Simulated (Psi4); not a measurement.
Two rigid molecules brought together: CH5N ··· Li+ (SMILES CN and [Li+]) (charge +1). Monomers: optimised at B3LYP-D3(BJ) (def2-TZVP), held rigid. Orientation: lowest of the rigid-body minima from ten starts at GFN2-xTB (searched outside a hard wall at short contacts). Only R, the distance of the centres of mass, is varied, so the lowest point isn't the relaxed dimer. The shortest distances reach bonding range, where SAPT0 and rigid monomers are unreliable.

PBE/def2-TZVP, counterpoise-corrected (Psi4); PBE-D3(BJ)/def2-TZVP, counterpoise-corrected (Psi4); SAPT0/jun-cc-pVDZ, all electrons correlated (Psi4).

Interaction energies in kcal/mol; the last columns give the difference from SAPT0:

```json
[
 {"R / Å": "2.09", "PBE/def2-TZVP": "-38.75", "PBE-D3(BJ)/def2-TZVP": "-39.75", "SAPT0/jun-cc-pVDZ": "-37.03", "PBE/def2-TZVP − SAPT0/jun-cc-pVDZ": "-1.72", "PBE-D3(BJ)/def2-TZVP − SAPT0/jun-cc-pVDZ": "-2.72"},
 {"R / Å": "2.27", "PBE/def2-TZVP": "-40.86", "PBE-D3(BJ)/def2-TZVP": "-41.83", "SAPT0/jun-cc-pVDZ": "-39.78", "PBE/def2-TZVP − SAPT0/jun-cc-pVDZ": "-1.08", "PBE-D3(BJ)/def2-TZVP − SAPT0/jun-cc-pVDZ": "-2.05"},
 {"R / Å": "2.50", "PBE/def2-TZVP": "-38.92", "PBE-D3(BJ)/def2-TZVP": "-39.84", "SAPT0/jun-cc-pVDZ": "-37.96", "PBE/def2-TZVP − SAPT0/jun-cc-pVDZ": "-0.95", "PBE-D3(BJ)/def2-TZVP − SAPT0/jun-cc-pVDZ": "-1.87"},
 {"R / Å": "2.70", "PBE/def2-TZVP": "-35.48", "PBE-D3(BJ)/def2-TZVP": "-36.43", "SAPT0/jun-cc-pVDZ": "-34.37", "PBE/def2-TZVP − SAPT0/jun-cc-pVDZ": "-1.11", "PBE-D3(BJ)/def2-TZVP − SAPT0/jun-cc-pVDZ": "-2.05"},
 {"R / Å": "2.93", "PBE/def2-TZVP": "-31.00", "PBE-D3(BJ)/def2-TZVP": "-32.56", "SAPT0/jun-cc-pVDZ": "-29.68", "PBE/def2-TZVP − SAPT0/jun-cc-pVDZ": "-1.32", "PBE-D3(BJ)/def2-TZVP − SAPT0/jun-cc-pVDZ": "-2.88"},
 {"R / Å": "3.31", "PBE/def2-TZVP": "-24.01", "PBE-D3(BJ)/def2-TZVP": "-25.63", "SAPT0/jun-cc-pVDZ": "-22.55", "PBE/def2-TZVP − SAPT0/jun-cc-pVDZ": "-1.45", "PBE-D3(BJ)/def2-TZVP − SAPT0/jun-cc-pVDZ": "-3.07"},
 {"R / Å": "3.80", "PBE/def2-TZVP": "-16.94", "PBE-D3(BJ)/def2-TZVP": "-18.05", "SAPT0/jun-cc-pVDZ": "-15.74", "PBE/def2-TZVP − SAPT0/jun-cc-pVDZ": "-1.20", "PBE-D3(BJ)/def2-TZVP − SAPT0/jun-cc-pVDZ": "-2.31"},
 {"R / Å": "4.46", "PBE/def2-TZVP": "-10.74", "PBE-D3(BJ)/def2-TZVP": "-11.31", "SAPT0/jun-cc-pVDZ": "-10.15", "PBE/def2-TZVP − SAPT0/jun-cc-pVDZ": "-0.59", "PBE-D3(BJ)/def2-TZVP − SAPT0/jun-cc-pVDZ": "-1.16"},
 {"R / Å": "5.50", "PBE/def2-TZVP": "-5.71", "PBE-D3(BJ)/def2-TZVP": "-5.90", "SAPT0/jun-cc-pVDZ": "-5.83", "PBE/def2-TZVP − SAPT0/jun-cc-pVDZ": "0.12", "PBE-D3(BJ)/def2-TZVP − SAPT0/jun-cc-pVDZ": "-0.07"},
 {"R / Å": "6.75", "PBE/def2-TZVP": "-3.18", "PBE-D3(BJ)/def2-TZVP": "-3.23", "SAPT0/jun-cc-pVDZ": "-3.50", "PBE/def2-TZVP − SAPT0/jun-cc-pVDZ": "0.32", "PBE-D3(BJ)/def2-TZVP − SAPT0/jun-cc-pVDZ": "0.27"}
]
```

PBE/def2-TZVP is furthest from SAPT0/jun-cc-pVDZ at 2.09 (-1.72 kcal/mol, below); its mean absolute difference over the points is 0.99 kcal/mol.

PBE-D3(BJ)/def2-TZVP is furthest from SAPT0/jun-cc-pVDZ at 3.31 (-3.07 kcal/mol, below); its mean absolute difference over the points is 1.85 kcal/mol.
